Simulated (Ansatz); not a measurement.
Geometry optimisation, Ansatz, RKS PBE0-D4/def2-SVP.

input.yaml

```yaml
crystal:
  periodic: [false, false, false]
  atoms:
    - { symbol: Sn, position_ang: [0.0, 0.0, 0.0] }
    - { symbol: H, position_ang: [0.0, 0.0, 1.74] }
    - { symbol: H, position_ang: [1.6408, 0.0, -0.5794] }
    - { symbol: H, position_ang: [-0.8195, 1.4198, -0.5794] }
    - { symbol: C, position_ang: [-1.0126, -1.7544, -0.716] }
    - { symbol: H, position_ang: [-1.5123, -2.2661, 0.1329] }
    - { symbol: H, position_ang: [-1.7727, -1.4617, -1.4701] }
    - { symbol: H, position_ang: [-0.2768, -2.4431, -1.1811] }
basis:
  gaussian: { orbitals: def2-SVP }
hamiltonian:
  xc: pbe0
  dispersion: d4
relax:
  f_tol: 0.02
  max_steps: 40
```

Launched with:

```bash
$ ansatz run input.yaml --threads 1 --pin off --max-ram 2048MiB --backend cpu --events-out ev --progress --plain --runs-dir out
```

**Question.** Where does it end, and by what steps?

**Answer.** The run converged. The force dipped under the threshold on the way, but the program's further checks kept it going. After 12 steps the energy has fallen by 0.045 eV; H6 moved furthest, 0.63 Å.

| step | energy less start (eV) | largest force component (eV/Å) | accepted |
| --- | --- | --- | --- |
| 0 | 0.0000 | 0.341 | yes |
| 1 | -0.0104 | 0.239 | yes |
| 2 | -0.0256 | 0.124 | yes |
| 3 | -0.0324 | 0.018 | yes |
| 4 | -0.0049 | 0.766 | no |
| 5 | -0.0353 | 0.064 | yes |
| 6 | -0.0366 | 0.231 | yes |
| 7 | -0.0402 | 0.088 | yes |
| 8 | -0.0433 | 0.006 | yes |
| 9 | -0.0396 | 0.321 | no |
| 10 | -0.0444 | 0.076 | yes |
| 11 | -0.0449 | 0.057 | yes |
| 12 | -0.0451 | 0.018 | yes |

```xyz
8
Properties=species:S:1:pos:R:3
Sn -0.001 0.000 0.000
H 0.372 -0.172 1.666
H 1.462 0.234 -0.865
H -0.996 1.382 -0.211
C -1.015 -1.757 -0.717
H -1.946 -1.910 -0.153
H -1.257 -1.642 -1.783
H -0.372 -2.640 -0.591
```

The run took 34 s on 1 thread of Arm Neoverse V1 (shared host), peak memory 0.13 GiB.
